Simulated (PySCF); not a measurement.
Spin states of CuH

Unrestricted PBE0; PySCF, scalar-relativistic core potentials, basis sets Cu cc-pVDZ-PP with ECP10, H cc-pVDZ. Outer shells of the fragments: Cu 3d10 4s1; H 1s1.

Followed along the bond (rough minima from three points):

| 2Ms+1 | unpaired | ⟨S²⟩ at the start | R at minimum (Å) | Te (eV) |
| --- | --- | --- | --- | --- |
| 1 | none | 0.00 | 1.46 | 0.00 |
| 3 | σ ↑↑ | 2.00 | none in the scan | ≤ 1.99 |

Solutions found at the starting distance of 1.455 Å, counted from the lowest of them; the search is not exhaustive and high or unbound solutions are not listed, so other states can lie among these:

```tsv
2Ms+1	unpaired	term	E (eV)	⟨S²⟩	⟨Lz²⟩	μ (D)
1	none	¹Σ⁺	0.00	0.00	0.00	-2.63
3	σ ↑↑	³Σ⁺	2.05	2.00	0.00	0.52
3	σ ↑, π ↑	³Π	2.89	2.00	1.00	-0.06
3	σ ↑, δ ↑	³Δ	2.91	2.00	4.00	-0.09
1	σ ↑, π ↓	mixed	3.01	1.01	1.00	0.01
1	σ ↑, δ ↓	mixed	3.04	1.01	4.00	0.10
3	σ ↑, π ↑	³Π	4.50	2.00	1.11	-1.38
1	σ ↑, π ↓	mixed	4.83	1.00	1.01	-1.54
5	σ ↑↑, π ↑, δ ↑	mixed	8.44	6.00	4.95	1.89
5	σ ↑↑, π ↑, δ ↑	mixed	8.52	6.00	5.00	1.90
```

A term symbol is given only where ⟨S²⟩ and ⟨Lz²⟩ are close to those of a pure state; real π, δ and φ orbitals otherwise mix terms. A positive dipole means Cu(−)H(+).

Counting both spins, an empty level lies below a filled one in some of these solutions, because spin and occupation are held.
